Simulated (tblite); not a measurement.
Compound: C6H12P (charge +1).
Z-matrix (Å and degrees, GFN2-xTB geometry), rows numbered from 1:
```
C 
C   1  1.5208
C   2  1.5281  1  111.63
C   3  1.5268  2  113.26  1  -176.26
P   3  1.8501  2  108.50  1   -55.75
C   5  1.7868  3  126.02  2   114.23
C   6  1.3290  5   68.21  3    97.19
H   1  1.0864  2  110.62  3  -179.72
H   1  1.0878  2  111.11  3   -59.47
H   1  1.0967  2  110.34  3    60.91
H   2  1.0930  1  109.93  3  -121.91
H   2  1.0909  1  109.91  3   120.12
H   3  1.0977  2  110.31  1    59.13
H   4  1.0885  3  111.41  2  -178.06
H   4  1.0875  3  109.37  2   -58.53
H   4  1.0890  3  111.13  2    60.43
H   5  1.3820  3  116.41  2   -52.75
H   6  1.0702  5  146.47  7  -178.75
H   7  1.0704  5  148.66  6   179.08
```

Computed geometry: GFN2-xTB, gas phase.

Take the most abundant isotopes and a rigid rotor. The values belong to one conformer with, in the numbering `[CH3:1][CH2:2][C@@H:3]([CH3:4])[PH+:5]1[CH:6]=[CH:7]1`, C1–C2–C3–C4 -176°, C2–C3–P5–C6 114°.

Question: What are A, B and C (MHz)?

Answer: Ia = 160.64, Ib = 304.71, Ic = 423.10 u·Å²; 505379 MHz·u·Å²/I gives A = 3146, B = 1659, C = 1194 MHz.

Question: Classify the top.

Answer: An asymmetric top; Ray's κ = -0.524.

Question: Is it planar, by Δ = Ic − Ia − Ib?

Answer: Not planar: Δ = Ic − Ia − Ib = -42.26 u·Å². For a rigid frame Δ = −2 Σ m c², so Σ m c² = 21.13 u·Å² lies off the ab plane: 10.91 from hydrogen and 10.22 from heavier atoms. The atom farthest from that plane is 1.82 Å away.

Question: Give the coordinates in the principal-axis frame, origin at the centre of mass.

Answer: The sense of each axis is arbitrary; atoms in the order of the calculation.
```json
{"atom": "C1", "mass (u)": "12.000", "a (Å)": "1.874", "b (Å)": "-1.670", "c (Å)": "0.133"}
{"atom": "C2", "mass (u)": "12.000", "a (Å)": "2.020", "b (Å)": "-0.174", "c (Å)": "-0.098"}
{"atom": "C3", "mass (u)": "12.000", "a (Å)": "0.794", "b (Å)": "0.594", "c (Å)": "0.393"}
{"atom": "C4", "mass (u)": "12.000", "a (Å)": "0.862", "b (Å)": "2.090", "c (Å)": "0.097"}
{"atom": "P5", "mass (u)": "30.974", "a (Å)": "-0.706", "b (Å)": "-0.101", "c (Å)": "-0.437"}
{"atom": "C6", "mass (u)": "12.000", "a (Å)": "-2.045", "b (Å)": "-0.969", "c (Å)": "0.367"}
{"atom": "C7", "mass (u)": "12.000", "a (Å)": "-2.332", "b (Å)": "0.315", "c (Å)": "0.180"}
{"atom": "H8", "mass (u)": "1.008", "a (Å)": "2.755", "b (Å)": "-2.200", "c (Å)": "-0.217"}
{"atom": "H9", "mass (u)": "1.008", "a (Å)": "1.741", "b (Å)": "-1.892", "c (Å)": "1.190"}
{"atom": "H10", "mass (u)": "1.008", "a (Å)": "1.007", "b (Å)": "-2.058", "c (Å)": "-0.415"}
{"atom": "H11", "mass (u)": "1.008", "a (Å)": "2.176", "b (Å)": "0.025", "c (Å)": "-1.162"}
{"atom": "H12", "mass (u)": "1.008", "a (Å)": "2.895", "b (Å)": "0.200", "c (Å)": "0.435"}
{"atom": "H13", "mass (u)": "1.008", "a (Å)": "0.639", "b (Å)": "0.419", "c (Å)": "1.466"}
{"atom": "H14", "mass (u)": "1.008", "a (Å)": "-0.009", "b (Å)": "2.613", "c (Å)": "0.489"}
{"atom": "H15", "mass (u)": "1.008", "a (Å)": "1.749", "b (Å)": "2.511", "c (Å)": "0.565"}
{"atom": "H16", "mass (u)": "1.008", "a (Å)": "0.930", "b (Å)": "2.276", "c (Å)": "-0.974"}
{"atom": "H17", "mass (u)": "1.008", "a (Å)": "-0.665", "b (Å)": "-0.178", "c (Å)": "-1.816"}
{"atom": "H18", "mass (u)": "1.008", "a (Å)": "-2.394", "b (Å)": "-1.900", "c (Å)": "0.764"}
{"atom": "H19", "mass (u)": "1.008", "a (Å)": "-3.086", "b (Å)": "1.057", "c (Å)": "0.341"}
```

Its GFN2-xTB frequencies are all real (lowest 44 cm⁻¹). Zero-point vibration and centrifugal distortion are left out.

Time: 0.42 s wall. Hardware: one thread of an Arm Neoverse V2, no GPU, shared host with 96 logical CPUs at a one-minute load of 39. These figures are those of the optimisation.
